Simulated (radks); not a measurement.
Question: Radial electron density D(r) = 4 pi r^2 rho(r) of an atom or ion with 64 electrons. All-electron calculation, Dirac Kohn-Sham, LDA (Slater exchange, Perdew-Wang correlation), spin-unpolarised, spherical densities, finite nucleus; Fermi nuclear charge, rms radius of each element as measured or else 0.836 A^(1/3) + 0.57 fm. Program: a radial shooting solver on a logarithmic mesh with Libxc functionals.

```
   r/bohr * D(r) (the largest magnitude, 113, reaches the edge; | marks zero)
 0.001078 | *
 0.001256 |  *
 0.001473 |   *
 0.001729 |    *
 0.002029 |     *
 0.002381 |       *
 0.002794 |         *
 0.003253 |           *
 0.003817 |              *
  0.00448 |                 *
 0.005257 |                     *
 0.006169 |                         *
 0.007239 |                             *
 0.008428 |                                 *
  0.00989 |                                     *
  0.01161 |                                        *
  0.01362 |                                         *
  0.01598 |                                          *
  0.01876 |                                         *
  0.02184 |                                       *
  0.02562 |                                     *
  0.03007 |                                     *
  0.03529 |                                      *
  0.04141 |                                          *
  0.04821 |                                               *
  0.05657 |                                                    *
  0.06639 |                                                      *
  0.07791 |                                                    *
  0.09143 |                                               *
   0.1073 |                                          *
   0.1249 |                                        *
   0.1466 |                                           *
    0.172 |                                               *
   0.2019 |                                               *
   0.2369 |                                        *
    0.278 |                              *
   0.3236 |                      *
   0.3798 |                   *
   0.4457 |                      *
    0.523 |                       *
   0.6137 |                     *
   0.7145 |               *
   0.8384 |          *
   0.9839 |       *
    1.155 |     *
    1.355 |    *
     1.59 |   *
    1.851 | *
    2.172 |*
    2.549 |*
    2.992 *
    3.511 *
     4.12 *
    4.796 *
    5.628 *
    6.605 *
    7.751 *
    9.096 *
    10.67 *
    12.43 *
    14.58 *
```

What is the nuclear charge?

Answer: Z = 64. The innermost maximum, from 1s, lies near gamma/Z bohr with gamma = sqrt(1 - (Z/c)^2) = 0.884, here 0.0138 bohr (found: 0.0152), and its height grows with Z. The density is that of neutral gadolinium in [Xe] 4f7 5d1 6p2; the configuration itself is not fixed sharply by these data, and Z only to a few units. D(r) has 4 maxima, at r = 0.0152, 0.0675, 0.188, 0.515 bohr, and minima at 0.0294, 0.124, 0.371 bohr, inside which lie 2.01, 11.19, 29.33 electrons.
